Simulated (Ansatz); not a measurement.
Reaction (hydrogenolysis of the Sn–C bond): `C=[CH][SnH2][F]` + H₂ → `[F][SnH3]` + `C=C`

Gas-phase electronic energies from Ansatz, PBE0-D4/def2-TZVP geometries. CCSD(T)/CBS adds triple-zeta CCSD(T) − MP2 to the extrapolated MP2 energy (def2 sets, frozen cores). This one scheme is used for every species. Functionals use def2-TZVPP. B3LYP here is the variant with VWN-RPA as its local correlation; programs differ in this. Elements past krypton have def2 core potentials. For Sn outer-core shells are correlated without core-valence functions, which leaves a few kJ/mol of doubt a bond. One conformer a species, not always the lowest.

Is it downhill or uphill in electronic energy at CCSD(T)/CBS, and by how much? (An estimate is asked.)

Computed: Downhill: ΔE = -26.4 kJ/mol.

What do these levels give: LDA (SPW92), revPBE-D4, PBE0-D4, B3LYP-D4, ωB97M-V, B2PLYP, r2SCAN0, LC-ωPBE, CCSD(T)/def2-SVP, HF/def2-TZVPP, CCSD/def2-TZVPP, MP2/CBS(def2)? (Estimate.)

The calculation gave: LDA (SPW92) -35.3, revPBE-D4 -26.1, PBE0-D4 -34.8, B3LYP-D4 -34.5, ωB97M-V -34.6, B2PLYP -36.3, r2SCAN0 -38.0, LC-ωPBE -41.2, CCSD(T)/def2-SVP -42.5, HF/def2-TZVPP -57.9, CCSD/def2-TZVPP -36.3, MP2/CBS(def2) -17.4 kJ/mol.

Largest T1 diagnostic among the species: 0.014.

Leaving LDA and LC-ωPBE aside and taking each functional with its dispersion term where it has one, the values, not all of them listed here, spread over 18.9 kJ/mol, from B97M-V to revPBE-D4. In def2-TZVPP, CCSD(T) changes the Hartree–Fock value by +27.4 kJ/mol (the triples alone add +5.7 kJ/mol) and MP2 by +36.3 kJ/mol.
